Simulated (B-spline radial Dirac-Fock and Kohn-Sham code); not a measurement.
Calculated with a radial B-spline solver, using ΔSCF Dirac-Fock with Breit, self-energy and vacuum polarisation, finite nucleus, configuration average. Free neutral atoms.

**Question.** Order these X-ray lines by photon energy, lowest first.
A. Sb Lβ1
B. Tc Lβ1
C. Au Mα2
D. Cd Lβ6
E. Cd Lγ3
F. Nb Lγ2

**Answer.** C (2121.4 eV), B (2538.2 eV), F (2667.4 eV), D (3422.2 eV), A (3844.6 eV), E (3954.0 eV).
